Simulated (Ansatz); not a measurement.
`[CH3][AlH][SiH2]F` and `[CH3][AlH][SiH2][SeH]` differ in one atom or group.

Ansatz, PBE0-D4/def2-TZVP geometries, multiplicity 1. Each molecule was computed in one conformer, which needn't be the lowest.

Scalar relativity is left out up to krypton. Spin–orbit coupling is left out; it splits and shifts lone-pair levels of the heavy atoms by tenths of an eV.

| property | `[CH3][AlH][SiH2]F` |
| --- | --- |
| HOMO–LUMO gap (ωB97M-V/def2-TZVPP) / eV | 9.15 |
| size of the dipole moment (B3LYP/def2-TZVPP) / D | 1.55 |
| HOMO–LUMO gap (PBE0/def2-TZVPP) / eV | 5.51 |
| HOMO energy (PBE0/def2-TZVPP) / eV | -7.37 |
| HOMO energy (PBE/def2-TZVPP) / eV | -6.23 |
| LUMO energy (ωB97M-V/def2-TZVPP) / eV | -0.23 |

(1) What does the change do to each property? (Estimate.)

Results:

(1) Ansatz gave: 
```csv
property,`[CH3][AlH][SiH2][SeH]`,shift
HOMO–LUMO gap (ωB97M-V/def2-TZVPP) / eV,8.77,-0.38
size of the dipole moment (B3LYP/def2-TZVPP) / D,1.80,0.25
HOMO–LUMO gap (PBE0/def2-TZVPP) / eV,5.00,-0.51
HOMO energy (PBE0/def2-TZVPP) / eV,-6.85,0.52
HOMO energy (PBE/def2-TZVPP) / eV,-5.71,0.52
LUMO energy (ωB97M-V/def2-TZVPP) / eV,-0.24,-0.01
```

Dipoles are sizes alone; their direction can turn.

B3LYP here is the variant with VWN-RPA as its local correlation; programs differ in this.
